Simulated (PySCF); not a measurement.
Si(F)(NH2)3 (FH₆N₃Si), SMILES F[Si](N)(N)N. Geometry: PBE0-D3(BJ)/def2-SVP. One conformer was computed; it need not be the lowest.

Task: Give the equilibrium geometry at PBE0-D3(BJ)/def2-SVP (PySCF confirms it by a frequency run) as bond lengths and angles, and its point group. (The exact figures need the calculation; the answer reports its results.)

Result: Several could match; the one computed here: point group Cs.
Atoms: N1 Si2 N3 N4 F5 H6 H7 H8 H9 H10 H11. Bond lengths (Å): N1–Si2 1.718, N1–H6 1.013, N1–H7 1.012, Si2–N3 1.703, Si2–N4 1.718, Si2–F5 1.632, N3–H8 1.012, N3–H9 1.012, N4–H10 1.012, N4–H11 1.013. Bond angles (°): Si2–N1–H6 119.7, Si2–N1–H7 120.9, H6–N1–H7 111.6, N1–Si2–N3 105.9, N1–Si2–N4 123.7, N1–Si2–F5 102.3, N3–Si2–N4 105.9, N3–Si2–F5 117.9, N4–Si2–F5 102.3, Si2–N3–H8 120.7, Si2–N3–H9 120.7, H8–N3–H9 112.7, Si2–N4–H10 120.9, Si2–N4–H11 119.7, H10–N4–H11 111.6.
